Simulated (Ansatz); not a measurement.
Reaction (redistribution): `BBC` + `C[SiH](F)PN` → `BP[SiH](C)F` + `CBN`

Calculated with Ansatz (gas phase, PBE0-D4/def2-TZVP geometries, no zero-point term in ΔE). CBS: MP2 limit from def2 TZ/QZ plus the TZ coupled-cluster correction, frozen cores. DFT in def2-TZVPP. Each species was taken in one conformer, which may not be the lowest.

(1) Is it downhill or uphill in electronic energy at CCSD(T)/CBS, and by how much? (Estimate.)

(2) What do these levels give: PBE0-D4, ωB97M-V, MP2/def2-TZVPP, CCSD/def2-TZVPP, SCS-MP2/def2-QZVPP, HF/CBS(def2)? (Estimate.)

Largest T1 diagnostic among the species: 0.015.

Results:

(1) The calculation gave: Downhill: ΔE = -232.8 kJ/mol.

(2) Ansatz gave: PBE0-D4 -230.7, ωB97M-V -225.9, MP2/def2-TZVPP -243.3, CCSD/def2-TZVPP -230.6, SCS-MP2/def2-QZVPP -232.0, HF/CBS(def2) -212.0 kJ/mol.

In def2-TZVPP, CCSD(T) changes the Hartree–Fock value by −23.4 kJ/mol (the triples alone add −5.7 kJ/mol) and MP2 by −30.5 kJ/mol.
